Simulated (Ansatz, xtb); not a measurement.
Breaking the Si3–H4 bond in H4MgSi (SMILES [MgH][SiH3]) (multiplicity 1 held, fragments rigid). Energies count from the point at 1.491 Å.
Geometry at that point (charge 0, multiplicity 1):
```xyz
6

Mg    -1.274    -0.699    -0.178
H     -2.755    -1.512    -0.386
Si     0.972     0.533     0.136
H      1.613     0.250     1.452
H      0.838     2.017     0.064
H      1.986     0.169    -0.894
```

R- and RO- levels are restricted; in cc, def2 and unpolarised 6-31G sets they are followed outwards from rest. Active spaces are followed from a long bond inwards. Left out are points that failed, MP2 points in a non-variational dive below the minimum, coupled-cluster points behind a sign of a changed root (a jump of the amplitudes, or a one-step jump against full CI or MRCI), small-basis points behind a change of solution, and semi-empirical points at long bonds. Curves can end on different states.

Frozen-core correlation.

The values were computed with Ansatz (Gaussian orbitals); xtb for the GFN methods. Each number belongs to the level named beside it. The GFN methods have no spin term and hold the electronic entropy of 300 K.

Energies in kcal/mol.

| R (Å) | GFN2-xTB | R-CCSDT/def2-SVP | CASSCF(2,2)/def2-SVP | SC-NEVPT2 on CASSCF(2,2)/def2-SVP | FIC-MRCISD on CASSCF(2,2)/def2-SVP | FIC-MRCISD+Q on CASSCF(2,2)/def2-SVP |
|---|---|---|---|---|---|---|
| 1.193 | 35.2 | 30.0 | 32.3 | 31.1 | 30.1 | 29.9 |
| 1.342 | 5.1 | 6.1 | 7.3 | 6.7 | 6.2 | 6.1 |
| 1.491 | 0.0 | 0.0 | 0.0 | 0.0 | 0.0 | 0.0 |
| 1.640 | 3.0 | 3.4 | 2.1 | 2.8 | 3.3 | 3.4 |
| 1.790 | 8.5 | 11.4 | 9.0 | 10.3 | 11.2 | 11.5 |
| 2.013 | 18.3 | 26.6 | 22.6 | 24.8 | 26.3 | 26.6 |
| 2.237 | 29.2 | 41.7 | 36.5 | 39.4 | 41.2 | 41.7 |
| 2.610 | 46.3 | 61.5 | 55.3 | 58.6 | 60.9 | 61.4 |
| 2.983 | 60.2 | 73.7 | 67.3 | 70.6 | 73.1 | 73.5 |
| 3.430 | 71.9 | 80.8 | 74.4 | 77.4 | 80.2 | 80.5 |
| 4.027 | left out | 83.9 | 77.5 | 80.4 | 83.2 | 83.6 |
| 4.772 | left out | 84.7 | 78.3 | 81.1 | 84.0 | 84.3 |

Doubts at one or more of the structures used: a restricted determinant that unrestricted orbitals would lower (R-CCSDT/def2-SVP); T1 above 0.05 (R-CCSDT/def2-SVP); other coupled-cluster roots lie near (R-CCSDT/def2-SVP).

Ansatz is a first-principles code.
